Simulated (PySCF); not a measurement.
## Solvent effects on NMR parameters

Bonds (- single, = double, # triple, : aromatic): O1=C2 1.211 Å, C2-C3 1.465 Å, C3=C4 1.346 Å, C4-O5 1.330 Å, O5-Si6 1.691 Å. C2 carries H7; C3 carries H8; C4 carries H9; Si6 carries H10, H11, H12. Stereochemistry as in O=C/C=C/O[SiH3].

GIAO PBE0/pcSseg-1 in PySCF on one PBE0-D3(BJ)/def2-SVP conformer, non-relativistic, equivalent nuclei averaged. Solvents enter as an IEF-PCM continuum (cyclohexane with ε = 2.0, dichloromethane with ε = 8.9) around the gas-phase geometry. Shifts are referred to TMS computed in the same medium.

Gas phase, δ in ppm: C2 190.5, C4 166.8, C3 115.3, Si6 -18.4, H7 9.49, H9 7.65, H8 5.78, H10/H11/H12 5.02. Dipole moment 3.44 D.

Task: How does each δ change in the continuum?

Result: 
```tsv
atoms	environment	Δδ, cyclohexane	Δδ, dichloromethane
C2	aldehyde carbonyl carbon	+2.5	+5.5
C4	alkene carbon bearing oxygen	+2.0	+4.1
C3	β carbon of an enol-ether or enamine type C=C	+0.2	+0.6
Si6	silicon bonded to O, 3 H	+1.1	+2.1
H7	hydrogen on an aldehyde carbonyl carbon	-0.02	-0.02
H9	hydrogen on an alkene carbon bearing oxygen	+0.09	+0.18
H8	hydrogen on a β carbon of an enol-ether or enamine type C=C	+0.10	+0.22
H10/H11/H12	hydrogen on a silicon bonded to O	+0.02	+0.03
```

Changes are relative to the gas phase. The dipole moment becomes 3.76 D in cyclohexane, 4.07 D in dichloromethane.

Task: Which of the listed nuclei move most (in ppm), and what does the model miss? (N and O are left out, as their reference compounds move with the solvent too.)

Result: C2 (aldehyde carbonyl carbon, +5.5 ppm) in dichloromethane. A continuum only polarises the solute; specific hydrogen bonds, the anisotropy of aromatic solvents and changes of geometry or conformer are outside it.
